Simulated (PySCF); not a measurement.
## A small calculation by hand: oscillator strength and radiative lifetime

CH7FN2Si, SMILES CN[Si@H](N)F.

The structure is a stationary point at r2SCAN-D4/def2-SVP. The structure was generated by enumeration; whether it is a known compound was not checked. One conformer was computed; it need not be the lowest.

TDA-M06-2X/def2-SVPD in PySCF 2.14.0 puts the first singlet state with f over 0.02 at 7.06 eV (vertical), with the transition dipole (-0.179, 0.268, 0.377) in atomic units.

Find the oscillator strength, the wavelength and the radiative lifetime that this transition would have in vacuum if emission retraced absorption.


|μ|² = 0.2460 au, so |μ| = 1.26 D. ΔE = 7.06/27.211 = 0.2595 hartree. f = (2/3) ΔE |μ|² = 0.043 (the program prints 0.043).
λ = 1239.84/7.06 = 176 nm; ν = 56943 cm⁻¹.
Einstein's coefficient A = 0.6670 ν² f s⁻¹ (ν in cm⁻¹) = 9.2e7 s⁻¹, so τ = 1/A = 11 ns. This state is S2; the lower singlet has f = 0.003. The figure is the radiative limit of this one transition; relaxation, internal conversion, crossing to triplets and a medium change what is measured.
